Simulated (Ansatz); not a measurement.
Ideal-gas functions of C2H4ClGe (`C=[CH][GeH][Cl]`) radical at 298.15 K and 1 bar, from an Ansatz frequency run at PBE0-D4/def2-TZVP.

Molar mass 136.12 g/mol, point group C1 (symmetry number 1), electronic degeneracy 2, moments of inertia 99.528, 179.449, 275.563 u Å². Harmonic wavenumbers (cm⁻¹, unscaled): 111, 140, 322, 404, 431, 566, 611, 676, 988, 1000, 1016, 1271, 1423, 1636, 2074, 3137, 3157, 3226.

Use S(trans) = R[1.5 ln M + 2.5 ln T − 1.1517]; rotational temperatures θ = 24.2544 K / I; S(rot) = R[ln(√π/σ · √(T³/θAθBθC)) + 1.5]; for each mode x = 1.438777 ν̃/T, S = R[x/(eˣ − 1) − ln(1 − e⁻ˣ)] and H = RT x/(eˣ − 1); 1 cm⁻¹ = 0.0119627 kJ/mol; R = 8.31446 J/(mol·K).

Q: By hand: the entropy, in J/(mol·K).

A: Translation 170.1. Rotation: θ = 0.2437, 0.1352, 0.088 K, giving 112.6. Vibration, mode by mode: 13.60, 11.73, 5.44, 3.97, 3.58, 2.14, 1.80, 1.41, 0.41, 0.39, 0.37, 0.13, 0.07, 0.03, 0.00, 0.00, 0.00, 0.00, in all 45.1. Electronic 5.8. Sum 333.6 J/(mol·K).

Q: By hand: H − E and G − E in kJ/mol, counted from the electronic energy.

A: Zero-point energy ½ × 22189 × 0.0119627 = 132.7; thermal vibration 7.7; translation, rotation and pV give 4 RT = 9.9. H − E = 150.3 kJ/mol, and G − E = 150.3 − 298.15 × 333.6/1000 = 50.8 kJ/mol.

Vibration gives 14 % of the entropy, 25.3 J/(mol·K) of it from the modes under 150 cm⁻¹: soft modes count most, and the harmonic formula is weakest for them. The sum counts one conformer and one mirror image; others add a mixing term.
